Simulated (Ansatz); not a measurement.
The inner images of a band of Cl₂F₂H₂OZr (8 atoms, charge 0, multiplicity 1) are given out of order.

Method: Ansatz 0.2.0, RKS PBE0/def2-SVP.

Image 0:

```xyz
8
Properties=species:S:1:pos:R:3
Zr -0.065 0.106 0.140
Cl -0.578 -0.298 2.435
F 1.715 0.046 -0.545
Cl -1.484 1.641 -0.937
F -0.651 -1.548 -0.562
O 1.055 1.889 1.185
H 1.984 2.019 0.955
H 0.962 1.990 2.142
```

Image 6:

```xyz
8
Properties=species:S:1:pos:R:3
Zr 0.265 0.389 -0.149
Cl -0.960 0.590 2.601
F 1.400 0.362 -1.660
Cl -1.642 1.546 -0.921
F 0.039 -1.460 0.216
O 1.394 1.382 1.113
H 2.234 1.850 1.121
H 0.206 1.187 2.491
```

Problem. Put them in order from the first end to the last, with their energies above the first end.
A.
```xyz
8
Properties=species:S:1:pos:R:3
Zr 0.172 0.383 -0.083
Cl -0.874 0.625 2.538
F 1.428 0.440 -1.493
Cl -1.675 1.518 -0.991
F -0.063 -1.484 0.111
O 1.348 1.382 1.226
H 2.221 1.787 1.230
H 0.381 1.195 2.275
```
B.
```xyz
8
Properties=species:S:1:pos:R:3
Zr -0.075 0.280 0.040
Cl -1.060 0.400 2.281
F 1.483 0.532 -1.045
Cl -1.701 1.426 -1.198
F -0.189 -1.593 -0.130
O 1.303 1.488 1.343
H 2.219 1.784 1.272
H 0.956 1.529 2.251
```
C.
```xyz
8
Properties=species:S:1:pos:R:3
Zr -0.093 0.230 0.086
Cl -0.965 0.136 2.339
F 1.571 0.422 -0.850
Cl -1.661 1.452 -1.153
F -0.310 -1.607 -0.286
O 1.210 1.659 1.311
H 2.136 1.839 1.102
H 1.049 1.715 2.264
```
D.
```xyz
8
Properties=species:S:1:pos:R:3
Zr 0.025 0.322 -0.016
Cl -0.968 0.553 2.364
F 1.434 0.470 -1.300
Cl -1.679 1.503 -1.093
F -0.102 -1.552 0.039
O 1.319 1.409 1.318
H 2.201 1.797 1.356
H 0.709 1.343 2.145
```
E.
```xyz
8
Properties=species:S:1:pos:R:3
Zr -0.084 0.173 0.115
Cl -0.768 -0.096 2.401
F 1.646 0.244 -0.704
Cl -1.591 1.549 -1.041
F -0.477 -1.594 -0.425
O 1.126 1.800 1.248
H 2.054 1.924 1.009
H 1.031 1.844 2.209
```

Solution. E (+0.03 eV), C (+0.07 eV), B (+0.14 eV), D (+0.46 eV), A (+0.92 eV).

Time of the run: 3.3 min on 4 threads of Arm Neoverse V2, with other jobs on the host, peak memory 0.31 GiB.
